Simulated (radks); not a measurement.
Task: B, 5 electrons, occupied as [He] 2s2 2p1. Method: scalar-relativistic Kohn-Sham, LDA (Slater exchange, VWN5 correlation), spin-polarised, spherical densities, finite nucleus; open shells are filled with parallel spins first; Fermi nuclear charge, rms radius 2.406 fm; computed with a radial shooting solver on a logarithmic mesh with Libxc functionals. Some entries of the table are withheld. Estimate them.

orbital,occ.,eigenvalue (eV),<1/r> (bohr^-1)
1s up,1,-178.6502,(1)
1s down,1,-178.3100,(2)
2s up,1,-9.8124,0.7409
2s down,1,-8.6745,0.7238
2p up,1,(3),0.6104
2p down,0,(4),0.5798

Result: 
(1) 1s up <1/r> (bohr^-1): 4.614
(2) 1s down <1/r> (bohr^-1): 4.621
(3) 2p up eigenvalue (eV): -4.1029
(4) 2p down eigenvalue (eV): -3.0781
